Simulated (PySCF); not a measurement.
**Hg+: excitation energy**

Hg+ [Xe] 4f14 5d10 6s1 (2S) → Hg+ [Xe] 4f14 5d10 6p1 (2P), as a difference of total energies. Computed with PySCF 2.14 in aug-cc-pwCVDZ-PP with ECP60MDF, with a scalar-relativistic core potential. Correlated levels: valence and next inner shell: nothing frozen outside the core potential. The calculations carry no spin-orbit coupling.

| method | excitation energy (eV) | error (eV) |
| --- | --- | --- |
| UHF | 6.598 | -0.539 |
| MP2 (valence and next inner shell) | 7.413 | +0.276 |
| SCS-MP2 (valence and next inner shell) | 7.318 | +0.181 |
| CCSD (valence and next inner shell) | 7.190 | +0.053 |
| CCSD(T) (valence and next inner shell) | 7.189 | +0.052 |

Reference: 7.137 eV (measured; NIST levels, between the centres of gravity of the two terms).

Errors of the correlated levels include the incompleteness of this basis.
